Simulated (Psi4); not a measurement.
H4AlClN2, singlet, at a GFN2-xTB geometry (such geometries of metal compounds can be far from the true shape); Psi4 with FNO-CCSD(T)/cc-pVDZ.

Input for Psi4:
```
memory 2 GB

molecule mol {
0 1
  Al    0.268407    0.233130    0.082318
  Cl   -1.223141   -1.062386   -0.375125
  N     0.351054    1.803406   -0.744858
  H    -0.293547    2.134609   -1.449508
  H     1.054527    2.507788   -0.582227
  N     1.476398   -0.216133    1.305320
  H     2.249988    0.362420    1.595689
  H     1.500990   -1.085859    1.819819
}

set basis cc-pvdz
set reference rhf
set freeze_core true

energy('fno-ccsd(t)')
print_variables()
```

Predict the main parts of the log of this Psi4 run.


```
   => Loading Basis Set <=

    Name: CC-PVDZ
    Role: ORBITAL
    Keyword: BASIS

         ---------------------------------------------------------
                                   SCF
               by Justin Turney, Rob Parrish, Andy Simmonett
                          and Daniel G. A. Smith
                              RHF Reference
         ---------------------------------------------------------

  ==> Geometry <==

    Molecular point group: c1
    Full point group: C1

    Geometry (in Angstrom), charge = 0, multiplicity = 1:

       Center              X                  Y                   Z               Mass
    ------------   -----------------  -----------------  -----------------  -----------------
         AL           0.325782441877     0.282965044868     0.099914240685    26.981538530000
         CL          -1.165765558123    -1.012550955132    -0.357528759315    34.968852682000
         N            0.408429441877     1.853241044868    -0.727261759315    14.003074004430
         H           -0.236171558123     2.184444044868    -1.431911759315     1.007825032230
         H            1.111902441877     2.557623044868    -0.564630759315     1.007825032230
         N            1.533773441877    -0.166297955132     1.322916240685    14.003074004430
         H            2.307363441877     0.412255044868     1.613285240685     1.007825032230
         H            1.558365441877    -1.036023955132     1.837415240685     1.007825032230

  Running in c1 symmetry.

  Rotational constants: A =      0.19946  B =      0.10913  C =      0.07054 [cm^-1]
  Rotational constants: A =   5979.63775  B =   3271.55026  C =   2114.61332 [MHz]
  Nuclear repulsion =  198.815019361032199

  Charge       = 0
  Multiplicity = 1
  Electrons    = 48
  Nalpha       = 24
  Nbeta        = 24

  ==> Algorithm <==

  SCF Algorithm Type is PK.
  DIIS enabled.
  MOM disabled.
  Fractional occupation disabled.
  Guess Type is SAD.
  Energy threshold   = 1.00e-08
  Density threshold  = 1.00e-08
  Integral threshold = 1.00e-12

  ==> Primary Basis <==

  Basis Set: CC-PVDZ
    Blend: CC-PVDZ
    Number of shells: 40
    Number of basis functions: 84
    Number of Cartesian functions: 88
    Spherical Harmonics?: true
    Max angular momentum: 2

  ==> Integral Setup <==

  Using in-core PK algorithm.
   Calculation information:
      Number of atoms:                   8
      Number of AO shells:              40
      Number of primitives:            164
      Number of atomic orbitals:        88
      Number of basis functions:        84

      Integral cutoff                 1.00e-12
      Number of threads:                 1

  Performing in-core PK
  Using 12748470 doubles for integral storage.
  We computed 318241 shell quartets total.
  Whereas there are 336610 unique shell quartets.

  ==> DiskJK: Disk-Based J/K Matrices <==

    J tasked:                  Yes
    K tasked:                  Yes
    wK tasked:                  No
    Schwarz Cutoff:          1E-12

  Minimum eigenvalue in the overlap matrix is 1.7133742407E-02.
  Reciprocal condition number of the overlap matrix is 3.7828451281E-03.
    Using symmetric orthogonalization.

  ==> Pre-Iterations <==

  SCF Guess: Superposition of Atomic Densities via on-the-fly atomic UHF (no occupation information).

   -------------------------
    Irrep   Nso     Nmo
   -------------------------
     A         84      84
   -------------------------
    Total      84      84
   -------------------------

  ==> Iterations <==

                        Total Energy        Delta E     RMS |[F,P]|

   @RHF iter SAD:  -811.78292021796972   -8.11783e+02   0.00000e+00
   @RHF iter   1:  -812.61022605093285   -8.27306e-01   7.63896e-03 ADIIS/DIIS
   @RHF iter   2:  -812.74688433712049   -1.36658e-01   4.31937e-03 ADIIS/DIIS
   @RHF iter   3:  -812.80224304233673   -5.53587e-02   4.16642e-04 ADIIS/DIIS
   @RHF iter   4:  -812.80329290867712   -1.04987e-03   1.03992e-04 ADIIS/DIIS
[...]
  @RHF Final Energy:  -812.80335073141941
    Total Energy =                       -812.8033507314194139
      * MP2 total energy:                   -813.342091889234
[...]
      0   0 1   -0.5711947974   -0.5711947974    0.0168040847        0
      1   1 1   -0.5729265219   -0.0017317245    0.0078426836        0
      2   2 1   -0.5742427398   -0.0013162180    0.0036720638        0
      3   3 1   -0.5743450441   -0.0001023043    0.0011530244        0
      4   4 1   -0.5742761492    0.0000688950    0.0003466849        1
      5   5 1   -0.5742777636   -0.0000016144    0.0000721657        0
      6   6 1   -0.5742796465   -0.0000018829    0.0000289681        0
      7   7 1   -0.5742794679    0.0000001786    0.0000065955        0
      8   8 1   -0.5742793250    0.0000001429    0.0000021676        1
      9   8 2   -0.5742793047    0.0000000203    0.0000005855        0
     10   8 3   -0.5742793016    0.0000000032    0.0000001937        0
     11   8 4   -0.5742793100   -0.0000000085    0.0000000703        0

  CCSD iterations converged!

        T1 diagnostic:                         0.010605206564
        D1 diagnostic:                         0.038950806415

        OS MP2 FNO correction:                -0.000000000000
        SS MP2 FNO correction:                 0.000000000000
        MP2 FNO correction:                    0.000000000000

        OS MP2 correlation energy:            -0.401376771798
        SS MP2 correlation energy:            -0.137364386017
        MP2 correlation energy:               -0.538741157814
      * MP2 total energy:                   -813.342091889234

        OS MP2.5 correlation energy:          -0.419771545404
        SS MP2.5 correlation energy:          -0.134209264621
        MP2.5 correlation energy:             -0.553980810025
      * MP2.5 total energy:                 -813.357331541444

        OS MP3 correlation energy:            -0.438166319010
        SS MP3 correlation energy:            -0.131054143225
        MP3 correlation energy:               -0.569220462235
      * MP3 total energy:                   -813.372571193655

        OS MP4(SDQ) correlation energy:       -0.446111013977
        SS MP4(SDQ) correlation energy:       -0.122541487727
        MP4(SDQ) correlation energy:          -0.573750071819
      * MP4(SDQ) total energy:              -813.377100803238

        OS CCSD correlation energy:           -0.448658245160
        SS CCSD correlation energy:           -0.125621064855
        CCSD correlation energy:              -0.574279310016
      * CCSD total energy:                  -813.377630041435

  Total time for CCSD iterations:        1.63 s (user)
                                         0.82 s (system)
                                            2 s (total)

  Time per iteration:                    0.14 s (user)
                                         0.07 s (system)
                                         0.18 s (total)

        ==> Resort (ov|vv) integrals for low-memory (T) computation <==

        *******************************************************
        *                                                     *
        *                      CCSD(T)                        *
        *                                                     *
        *******************************************************

        Using low-memory algorithm.

        num_threads:                      1
        memory requirements:        8.77 mb

        Number of abc combinations: 37820

        Computing (T) correction...

        % complete  total time
              10.0
              20.0
              30.0
              40.0
              50.0
              60.0
              70.0
              80.0
              90.0

        (T) energy                            -0.013022145247

        CCSD(T) correlation energy            -0.587301455263
      * CCSD(T) total energy                -813.390652186682

  Variable Map:
  ----------------------------------------------------------------------------
[...]
  Array Variable Map:
  ----------------------------------------------------------------------------
[...]
[...]
```
